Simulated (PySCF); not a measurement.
Calculation: B3LYP-D3(BJ)/def2-TZVP // PBE0-D4/def2-SVP (PySCF). Gas-phase values, no solvent. B3LYP has the VWN-RPA correlation part, as in Gaussian. 

Reference species (SMILES): `[F][Sn]([F])([F])[F]` (neutral, multiplicity 1).

LUMO: -4.34 eV
HOMO–LUMO gap: 7.74 eV

Changed species: `C[CH2][Sn]([F])([F])[F]` (1 of 4 F replaced by C2H5; the reference has 0 of 4 F replaced by C2H5).

Question: Predict the effect on the LUMO and HOMO–LUMO gap.

Answer: the LUMO rises by 2.00 eV, to -2.34 eV; the HOMO–LUMO gap falls by 0.77 eV, to 6.97 eV.
